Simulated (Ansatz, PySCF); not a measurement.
PySCF was given this input:
```python
from pyscf import gto, scf

mol = gto.Mole()
mol.atom = '''
    Zn   -0.00812161   -0.01195013   -0.01326557
    Br   -0.24664341    1.76351145   -1.42520509
    Br    0.25360479   -1.75326848    1.43657557
'''
mol.basis = 'sto-3g'
mol.verbose = 3
mol.build()

mf = scf.RHF(mol)
mf.kernel()
```

Question: Give the equivalent Ansatz (an electronic-structure program) input.

Answer: One answer among several that fit: 
Ansatz 0.2 input:
```yaml
crystal:
  periodic: [false, false, false]
  atoms:
    - {symbol: Zn, position_ang: [-0.00812161, -0.01195013, -0.01326557]}
    - {symbol: Br, position_ang: [-0.24664341, 1.76351145, -1.42520509]}
    - {symbol: Br, position_ang: [0.25360479, -1.75326848, 1.43657557]}
basis:
  gaussian:
    orbitals: STO-3G
hamiltonian:
  xc: hf
accuracy: high
```

Both were run: PySCF gave -6846.693382 Eh and Ansatz -6846.693382 Eh, 0.000 mEh apart.
